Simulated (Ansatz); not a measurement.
Breaking the Zn1–H2 bond in GeH4Zn (SMILES [ZnH][GeH3]) (multiplicity 1 held, fragments rigid). Energies count from the point at 1.556 Å.
Geometry at that point (charge 0, multiplicity 1):
```xyz
6

Zn    -0.792    -0.190    -0.993
H     -1.752    -0.421    -2.196
Ge     0.698     0.168     0.875
H      1.762    -0.945     1.006
H      1.476     1.498     0.765
H     -0.047     0.214     2.227
```

Restricted levels (R-, RO-) in cc, def2 and unpolarised 6-31G sets keep to the state of the molecule at rest. U- levels take the lowest unrestricted solution at each point, which mixes spins at long bonds. Active spaces are followed from a long bond inwards. Levels need not reach the same state.

Cores are frozen in the correlated methods. Filled d and f shells under p-block atoms count as core.

Programs: Ansatz (a quantum-chemistry and plane-wave program) with Gaussian orbitals. Values without a source in brackets are computed.

Energies in kcal/mol.

```tsv
R (Å)	R-HF/def2-TZVPP	U-SCS-MP2/def2-TZVPP	R-CCSD(T)/def2-TZVPP	FIC-MRCISD+Q on CASSCF(2,2)/def2-TZVPP
1.245	26.8	20.3	21.0	21.6
1.401	6.0	___	3.5	3.8
1.556	0.0	0.0	0.0	0.0
1.712	1.9	3.9	3.4	3.3
1.867	8.0	11.4	10.3	9.9
2.101	20.8	25.2	22.9	22.4
2.334	35.0	42.2	35.7	35.2
2.723	57.6	64.7	53.6	53.1
3.112	77.1	___	65.4	65.5
3.579	96.3	76.6	71.2	73.5
4.202	115.6	77.9	68.7	77.3
4.980	132.4	___	61.3	78.3
```

**Question.** Complete the blanks.

**Answer.** 
- 4.980, U-SCS-MP2/def2-TZVPP: 78.2
- 1.401, U-SCS-MP2/def2-TZVPP: 3.2
- 3.112, U-SCS-MP2/def2-TZVPP: 73.0

Doubts at one or more of the structures used: a restricted determinant that unrestricted orbitals would lower (R-HF/def2-TZVPP, R-CCSD(T)/def2-TZVPP); a spin-contaminated determinant (U-SCS-MP2/def2-TZVPP); other coupled-cluster roots lie near (R-CCSD(T)/def2-TZVPP); T1 above 0.05 (R-CCSD(T)/def2-TZVPP).
